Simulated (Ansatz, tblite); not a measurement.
Removing and adding an electron: SiH2MeI (CH5ISi). Total charge 0; singlet. Geometry: r2SCAN-D4/def2-TZVP. Ansatz, gas phase; energy differences of separate SCF runs; the oxidised species was run as a doublet alone; the reduced species was run as a doublet alone.

```xyz
8

Si   -0.681   -0.119    0.480
H    -0.490   -1.020    1.642
H    -1.911   -0.510   -0.250
C     0.807   -0.118   -0.638
H     0.981   -1.127   -1.025
H     1.699    0.203   -0.098
H     0.657    0.555   -1.485
I    -1.061    2.137    1.374
```

In the def2 sets I takes a core potential; there is no spin–orbit coupling. The xTB rows come from tblite. HOMO above LUMO, or a gap near zero within one spin, warns that the state may not be the lowest or that an electron is smeared out.

```
               level  −HOMO (eV)  vertical IE (eV)  −LUMO (eV)  vertical EA (eV)  HOMO–LUMO gap (eV)  IE − EA (eV)                                     remarks
            GFN1-xTB       11.52             14.65        5.27                 –                6.24             –                                           –
            GFN2-xTB       11.24             14.20        5.70              2.54                5.54         11.67                                           –
    PBE-D4/def2-TZVP        6.41              9.53        1.28                 –                5.13             –  gap within one spin near zero (+1 doublet)
   PBE-D4/def2-TZVPD        6.43                 –        1.38             -0.43                5.05             –                HOMO above zero (-1 doublet)
 r2SCAN-D4/def2-TZVP        6.70              9.65        0.94                 –                5.77             –                                           –
r2SCAN-D4/def2-TZVPD        6.71                 –        1.01             -0.58                5.70             –                HOMO above zero (-1 doublet)
   PBE0-D4/def2-TZVP        7.54              9.71        0.43                 –                7.11             –                                           –
  PBE0-D4/def2-TZVPD        7.55                 –        0.58             -0.58                6.97             –                HOMO above zero (-1 doublet)
```

   A HOMO above zero means that the electron is unbound at that level or that self-interaction error raises the level; the energy of removing that electron tells which. Raw xTB energy differences between charge states are shifted by several eV; the methods need an empirical correction for them. A negative affinity means that the extra electron isn't bound; its size then hangs on the basis.
